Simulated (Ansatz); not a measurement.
Mulliken charges of `C[O][Sn][Cl]` from r2SCAN/def2-TZVPP in Ansatz (PBE0-D4/def2-TZVP geometry).

```json
{"atom": "C1", "x (Å)": "0.015", "y (Å)": "0.876", "z (Å)": "0.134", "charge (e)": "0.032"}
{"atom": "O2", "x (Å)": "0.763", "y (Å)": "0.071", "z (Å)": "-0.741", "charge (e)": "-0.531"}
{"atom": "Sn3", "x (Å)": "0.760", "y (Å)": "-1.861", "z (Å)": "-1.058", "charge (e)": "0.757"}
{"atom": "Cl4", "x (Å)": "-0.929", "y (Å)": "-2.478", "z (Å)": "0.514", "charge (e)": "-0.427"}
{"atom": "H5", "x (Å)": "-0.541", "y (Å)": "1.624", "z (Å)": "-0.441", "charge (e)": "0.055"}
{"atom": "H6", "x (Å)": "-0.697", "y (Å)": "0.297", "z (Å)": "0.732", "charge (e)": "0.060"}
{"atom": "H7", "x (Å)": "0.691", "y (Å)": "1.405", "z (Å)": "0.814", "charge (e)": "0.055"}
```

Task: By hand: the dipole of these point charges (1 e Å = 4.8032 D).

Result: Σ q r = (0.534, -0.176, -0.558) e Å, of length 0.792 e Å = 3.80 D.

Task: How does the dipole of the full density compare? (An estimate is asked.)

Result: Computed: (0.263, 0.036, -0.255) e Å, 1.77 D; the point charges give 2.15 times that, at 19° from its direction.

Point charges leave out the atoms' own dipoles, such as those of lone pairs, and Mulliken's split depends on the basis, so the two needn't agree.
